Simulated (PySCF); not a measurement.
**MI anions for M along the second period**

PBE with double-zeta basis sets in PySCF, for the lowest determinant that a PBE0 search found; no spin–orbit coupling. De refers to high-spin ground-configuration atoms (the charge goes to the atom of lower measured ionisation energy or higher electron affinity, which is not always the lowest computed limit). A positive dipole points towards I; it is taken about the centre of mass and depends on that origin.

```csv
M,basis,charged atom,state (unpaired electrons),Re (Å),ωe (cm⁻¹),De (eV),μ (D)
Li,aug-cc-pVDZ/aug-cc-pVDZ-PP,I−,doublet (σ ↑),2.584,347,1.25,9.13
Be,aug-cc-pVDZ/aug-cc-pVDZ-PP,I−,singlet (closed shell),2.481,306,0.97,7.55
B,aug-cc-pVDZ/aug-cc-pVDZ-PP,I−,doublet (π ↑),2.380,343,1.38,6.22
C,aug-cc-pVDZ/aug-cc-pVDZ-PP,I−,triplet (π ↑↑),2.258,398,1.93,4.91
O,aug-cc-pVDZ-PP/aug-cc-pVDZ,I−,singlet (closed shell),1.996,576,2.05,4.26
F,aug-cc-pVDZ-PP/aug-cc-pVDZ,F−,doublet (σ ↑),2.429,246,2.02,3.60
```

Q: By what factor does the harmonic wavenumber vary along the series?

A: At PBE it runs from 246 cm⁻¹ (IF⁻) to 576 cm⁻¹ (IO⁻), a factor of 2.34.

The state changes along the series, so neighbouring rows are not always alike in their bonding.

Spin–orbit coupling is left out, which matters for elements this heavy, above all for dissociation energies. For an ion De counts to the pair picked by the measured ionisation energies or electron affinities, which need not be the lowest pair at this level. The highest Kohn–Sham level is positive in some of these anions. Much of that is self-interaction error, but it also means that the finite basis helps to hold the extra electron. States were picked by a PBE0 search and need not be the measured ground states.
